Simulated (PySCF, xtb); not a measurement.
Cd(OH)(NH2) (CdH₃NO), SMILES [NH2][Cd][OH].

GFN2-xTB run with xtb 6.7.1 at its own geometry gives an orbital gap of 2.97 eV and a dipole moment of 3.93 D.

Geometry: PBE0-D3(BJ)/def2-TZVP. The def2 effective core potentials stand for the cores of Cd; spin–orbit coupling is left out. One conformer was computed; it need not be the lowest.

Problem. What does r2SCAN/def2-TZVPD (PySCF) give? (An estimate is asked for; the answer gives what the named calculation found.)

Solution. gap 4.52 eV (levels -6.12 and -1.60 eV), dipole 1.17 D.
